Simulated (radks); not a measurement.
The numbers below are computed, except where a source is named.
Q: Cd4+, configuration [Kr] 4d8. Code: a radial shooting solver on a logarithmic mesh with Libxc functionals. Model: scalar-relativistic Kohn-Sham, LDA (Slater exchange, VWN5 correlation), spin-unpolarised, spherical densities, finite nucleus; Fermi nuclear charge, rms radius 4.6087 fm. Some entries of the table are withheld. Estimate them.

orbital,occ.,eigenvalue (hartree),<1/r> (bohr^-1),r(max) (bohr)
1s,2,-975.6004,50.58,0.01970
2s,2,(1),11.51,0.1114
2p,6,-131.8546,11.11,0.08900
3s,2,-28.95409,4.056,0.3243
3p,6,-24.11130,3.867,0.3173
3d,10,-16.50867,3.642,0.2654
4s,2,-5.85911,(2),0.7921
4p,6,-4.41257,1.443,0.8398
4d,8,-2.30564,1.149,0.9551
5s,0,-1.63385,0.6193,1.935
5p,0,-1.28591,0.5410,2.193
5d,0,-0.81513,(3),2.914
4f,0,-0.66134,(4),2.376

A: 
(1) 2s eigenvalue (hartree): -146.6145
(2) 4s <1/r> (bohr^-1): 1.591
(3) 5d <1/r> (bohr^-1): 0.4128
(4) 4f <1/r> (bohr^-1): 0.4503
